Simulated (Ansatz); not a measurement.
Input file for Ansatz (a program for electronic structure): R-RI-MP2/def2-QZVPP on CH4SSn (SMILES [CH3][Sn][SH]), a point of a torsion scan. Elements past Kr take the def2 small-core potentials; no spin–orbit coupling. Files ending in .json are basis or fitting sets from the Basis Set Exchange. The run froze 15 orbitals, filled d shells among them.

Ansatz 0.2 input:
```yaml
crystal:
  periodic: [false, false, false]
  atoms:
    - {symbol: C, position_ang: [-1.06119945, -0.10296872, 0.03840151]}
    - {symbol: Sn, position_ang: [0.29620117, 1.69370306, -0.18260897]}
    - {symbol: S, position_ang: [2.40163756, 0.41522181, 0.04832138]}
    - {symbol: H, position_ang: [-0.67058139, -0.96274166, -0.50893919]}
    - {symbol: H, position_ang: [-2.08595321, 0.06888109, -0.29476962]}
    - {symbol: H, position_ang: [-1.10249705, -0.39071310, 1.09205070]}
    - {symbol: H, position_ang: [2.84756264, 1.06276970, 1.11563148]}
basis:
  gaussian:
    orbitals: def2-QZVPP.json
    fitting: {mean_field: def2-universal-JKFIT, correlation: def2-QZVPP-RIFIT.json}
magnetization: {spin_polarized: false}
correlation: {method: mp2, electrons: outside_noble_gas}
scf: {lower_state_search: off}
```

Program output:

```
WARN ansatz: RAYON_NUM_THREADS=1 ignored (pool sized by the plan → 1); use --threads N
Functional definition: HF
these checks for a lower state are left out or cut short: stability, starts, cluster_reference, orbital_swaps, neighbouring_geometries, increment
integrals: 0.43 GiB planned
493 factors; integrals over basis functions are off by at most 2.4e0 eV
mean field: 0.67 GiB planned
mean field evaluation 1: about -17714.9939 eV, gradient 3.4e1 eV
mean field evaluation 2: about -17717.4617 eV, gradient 2.0e1 eV
mean field evaluation 4: about -17718.4123 eV, gradient 1.4e0 eV
mean field evaluation 8: about -17718.4240 eV, gradient 1.1e-6 eV
mean field -17718.42401477 eV, -651.1400725637 hartree, gradient 1.1e-6 eV, S^2 0.000000; 0 other end points of the search recorded, 0 dependent functions left out
15 core orbitals not correlated
808 factors; their error is unknown
reference -17718.42401477 eV, -651.1400725637 hartree; 9, 9 occupied and 305, 305 virtual orbitals, 808 factors
second order -12.96626705 eV of doubles, -0.00000000 eV of singles
Total energy: -17731.39028182 eV, -651.6165740890 hartree
Checks for a lower state left out: stability, starts, cluster_reference, orbital_swaps, neighbouring_geometries, increment
```

The run converged.

Cost: very roughly 4 core-seconds.
